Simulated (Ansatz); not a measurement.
A nudged elastic band was laid between two geometries of C$_{2}$H$_{8}$FSbSi (13 atoms, charge 0, multiplicity 1).

All numbers below come from Ansatz, RKS B3LYP-D4/def2-SVP.

```json
{"movable images": "5", "climbing image": "yes", "spring": "5.0 eV/Å²", "optimiser": "quadratic models (default)", "start path": "through a guess of the saddle point", "force threshold": "0.05 eV/Å", "iteration limit": "60", "end points": "relaxed"}
```

First end point:

```xyz
13
Properties=species:S:1:pos:R:3
C -1.742 0.482 1.282
Si -0.380 0.899 0.073
F 0.869 1.540 0.929
C 0.288 -0.590 -0.835
Sb 2.439 -0.369 -1.346
H -2.080 1.377 1.829
H -1.393 -0.260 2.018
H -2.612 0.057 0.754
H -0.807 1.953 -0.892
H -0.245 -0.729 -1.791
H 0.179 -1.514 -0.247
H 2.538 -1.981 -1.964
H 2.965 -0.900 0.205
```

Last end point:

```xyz
13
Properties=species:S:1:pos:R:3
C -1.856 0.637 1.141
Si -0.275 0.731 0.148
F 0.857 1.474 1.081
C 0.422 -0.939 -0.306
Sb 2.616 -0.863 -0.631
H -2.202 1.640 1.437
H -1.710 0.040 2.057
H -2.656 0.163 0.549
H -0.444 1.574 -1.068
H -0.051 -1.326 -1.221
H 0.253 -1.670 0.502
H 2.506 0.474 -1.716
H 2.561 -1.969 -1.958
```

(1) Which bonds break or form, and what moves?

(2) What energy profile does the band end with?

(3) What is the geometry of the highest image?

(4) What are the harmonic wavenumbers there?

The band took 6 iterations and of the order of 4 core-minutes.

## Answers

(1) No bond is made or broken. The dihedral H11–C4–Sb5–H13 goes from -40 to 97°.

(2) The forces met the threshold. The highest image is number 3 of 0 to 6, 0.053 eV above the first end and 0.073 eV above the last; the last end lies 0.019 eV below the first. A vibrational analysis at the climbing image gives one clearly imaginary mode, 91i cm⁻¹: a first-order saddle point.

| image | path coordinate (Å) | energy (eV) | dihedral H11–C4–Sb5–H13 (°) |
| --- | --- | --- | --- |
| 0 | 0.00 | 0.000 | -40 |
| 1 | 0.85 | 0.017 | -20 |
| 2 | 1.71 | 0.050 | 5 |
| 3 | 2.56 | 0.053 | 29 |
| 4 | 3.44 | 0.027 | 56 |
| 5 | 4.32 | 0.000 | 78 |
| 6 | 5.20 | -0.019 | 97 |

(3) 
```xyz
13
Properties=species:S:1:pos:R:3
C -1.916 0.557 1.122
Si -0.332 0.911 0.193
F 0.681 1.719 1.198
C 0.533 -0.653 -0.336
Sb 2.562 -0.355 -1.202
H -2.404 1.484 1.467
H -1.719 -0.077 2.002
H -2.628 0.022 0.471
H -0.580 1.807 -0.973
H -0.073 -1.201 -1.075
H 0.667 -1.316 0.534
H 2.122 -1.033 -2.728
H 3.108 -1.900 -0.658
```

(4) 91i, 43, 89, 163, 175, 252, 263, 485, 548, 608, 644, 681, 730, 763, 780, 833, 839, 896, 916, 992, 1044, 1276, 1381, 1429, 1434, 1904, 1911, 2224, 3026, 3061, 3116, 3123, 3126 cm⁻¹.

Time of the run: 2.2 min on 2 threads of Intel(R) Xeon(R) Platinum 8375C CPU @ 2.90GHz (Ice Lake), on a shared host, peak memory 0.37 GiB.
